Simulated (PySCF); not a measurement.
Compound: C₇H₇N (charge +1 and doublet state).
Cartesian coordinates in Å at the GFN2-xTB level; atoms count from 1:
```
atom  x, y, z in Å
C1     0.1854   -1.3587   -1.0158
C2     0.2031   -0.2785   -0.1747
C3     1.4360    0.1061    0.3672
C4     2.5155    0.4321    0.8319
C5     3.7169    0.7947    1.3481
N6     4.7334    1.1041    1.7848
C7    -0.9870    0.5213    0.2093
C8    -2.3205    0.1191   -0.3721
H9    -0.7293   -1.7063   -1.4681
H10    1.0890   -1.8978   -1.2541
H11   -1.0524    0.5351    1.3096
H12   -0.7830    1.5782   -0.0275
H13   -2.3235    0.1733   -1.4620
H14   -2.5941   -0.9008   -0.0979
H15   -3.0940    0.7861   -0.0005
```

The hyperfine couplings belong to this conformer and change with its torsions.

As a line formula: `[CH2+][C](C#CC#N)CC` [radical] (charge +1).

Level of theory: UKS B3LYP, pcH-1 on C H N, non-relativistic, mean-field spin-orbit, GIAO in PySCF. Isolated species at its GFN2-xTB geometry (one conformer only). The geometry wasn't refined by DFT: couplings that depend on bond lengths, twists or pyramidal angles can differ widely from those at the functional's own minimum, by a factor of two or more for some ions and for spin on atoms past the first row. No stability test was run, so a lower SCF solution isn't excluded.

Largest spin populations (Mulliken): C1 (+0.52), C4 (+0.28), N6 (+0.21) and C2 (+0.10). Three atoms exceed +0.15. The positive populations add up to 1.14 and the negative ones to -0.14, together 2S = 1. The angles at C1 add up to 360.0°, so it is planar.

(1) McConnell's relation a(H) = Q·ρ ties the coupling of a proton on a planar π carbon to the spin population of that carbon. What Q do the computed values give?

Answers

(1) 
```
  H   C    ρ(C)  a(H) (G)  a/ρ (G)
 H9  C1  +0.524    -12.36    -23.6
H10  C1  +0.524    -12.12    -23.1
```

These protons share one ρ (within 0.01), so their mean ratio, Q = -23.4 G, is no test of linearity. In every row coupling and population have opposite signs.

Couplings in gauss use g_iso = 2.0044.

Hardware: one thread, AMD EPYC (x86_64), no GPU (shared host). Cost: 2.0 min wall (grids of density and orbitals included), 0.96 GiB resident at most.

The SMILES draws the unpaired electron on C2; the largest computed Mulliken spin population is on C1 (0.52 against 0.10).
